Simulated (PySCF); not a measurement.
One molecule, one basis, several functionals.

Compound: Ge2H7PSe.
SMILES: `[PH2][GeH2][Se][GeH3]`

Torsions of this conformer, `[PH2:1][GeH2:2][Se:3][GeH3:4]`: P1–Ge2–Se3–Ge4 59°, H–P1–Ge2–Se3 -54°, H–P1–Ge2–Se3 40°.

PySCF, def2-SVPD basis, density fitting, gas phase, PBE0-D3(BJ)/def2-SVP geometry; singlet excitations by full TDDFT with frozen cores, triplets by Tamm–Dancoff TDDFT and ionisation energies by ΔSCF, from the lowest of the holes tried. One functional is left out:

```csv
functional,exact exchange (%),HOMO energy (eV),LUMO energy (eV),lowest singlet excitation (eV),lowest triplet excitation (eV),dipole moment (D),mean polarisability (au),vertical ionisation energy (eV)
LDA,0,-5.77,-1.84,4.14,3.79,0.924,129.4,8.42
PBE,0,-5.68,-1.65,4.22,3.82,0.870,127.1,8.28
PBE0,25,-6.75,-0.85,4.69,4.20,0.955,122.8,8.50
BHandHLYP,50,-7.68,-0.05,4.96,4.47,1.009,120.0,8.52
```

Q: Predict the row of B3LYP (20 % exact exchange) by straight lines through the other rows, and check it.

A: 
```
                       property   line  computed  computed − line  PBE0 (25 %), for comparison
               HOMO energy (eV)  -6.52     -6.52             0.00                        -6.75
               LUMO energy (eV)  -1.05     -1.10            -0.05                        -0.85
 lowest singlet excitation (eV)   4.52      4.50            -0.02                         4.69
 lowest triplet excitation (eV)   4.09      4.07            -0.02                         4.20
              dipole moment (D)  0.942     0.919           -0.023                        0.955
       mean polarisability (au)  124.6     124.2             -0.4                        122.8
vertical ionisation energy (eV)   8.43      8.48            +0.05                         8.50
```

Q: Which of these properties follows the share of exact exchange most closely, and which least?

A: Most closely the HOMO energy, least the vertical ionisation energy; the correlations over the tabulated rows are HOMO energy -0.999, LUMO energy 0.995, lowest triplet excitation 0.995, lowest singlet excitation 0.985, mean polarisability -0.963, dipole moment 0.925, vertical ionisation energy 0.799. The HOMO energy moves by -0.393 eV for every 10 %. Functionals with the same share still differ in their other parts: at 0 % LDA and PBE differ by 0.09 eV in it.
